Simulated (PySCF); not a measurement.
Radiative rates from a computed spectrum

Species: C₅H₆F₂O.
SMILES with atom numbers: `[F:1][C:2]1=[CH:3][C@H:4]([F:5])[CH2:6][O:7][CH2:8]1` (hydrogens: H9 on C3; H10 on C4; H11, H12 on C6; H13, H14 on C8)

Computed with TDDFT CAM-B3LYP/def2-SVPD, vertical, gas phase, core orbitals frozen in the response (PySCF 2.14.0, density-fitted response routines). The structure is a single GFN2-xTB conformer in the gas phase; no vibrational or solvent corrections.

Computed singlets with f of 0.002 or more:

```csv
state,E (eV),f
S1,6.94,0.095
S2,7.25,0.161
S3,7.45,0.056
S4,7.62,0.0051
S5,7.71,0.0066
S6,8.10,0.015
S7,8.45,0.0022
S8,8.49,0.037
```

Problem. Give A, τ, |μ| and ∫σ dE for each state.

Solution. A / s⁻¹ = 0.6670 f (ν̃ / cm⁻¹)² and τ = 1/A in vacuum; |μ| follows from f = (2/3) ΔE |μ|² (atomic units, 1 au = 2.5417 D); ∫σ dE = 109.76 f Mb·eV.

```tsv
state	A (s⁻¹)	τ	|μ| (D)	∫σ dE (Mb·eV)
S1	2.0×10⁸	5 ns	1.90	10
S2	3.7×10⁸	2.7 ns	2.42	18
S3	1.3×10⁸	7.5 ns	1.40	6.1
S4	1.3×10⁷	77 ns	0.42	0.56
S5	1.7×10⁷	59 ns	0.48	0.73
S6	4.3×10⁷	23 ns	0.70	1.7
S7	6.7×10⁶	150 ns	0.26	0.24
S8	1.2×10⁸	8.6 ns	1.08	4.1
```

The rates are for emission to S0 at the absorption energy, with no other channel.

Problem. Suppose S1 emitted 0.3 eV lower with the same transition dipole. How would A change?

Solution. At fixed |μ|, A goes as the cube of the energy: (6.64/6.94)³ = 0.88, which makes τ about 5.8 ns.

Problem. By what factor does the largest A in the list exceed the smallest?

Solution. S2 has 55 times the rate of S7.

Problem. What is the integrated cross-section of all computed states together?

Solution. Σf = 0.378 over S1 to S8, so 109.76 × Σf ≈ 41.4 Mb·eV.

Time: 34 s of wall time (with the writing of density and orbital grids); peak memory 0.97 GiB. Hardware: an Intel Xeon 6975P-C with one thread, no GPU, shared host.
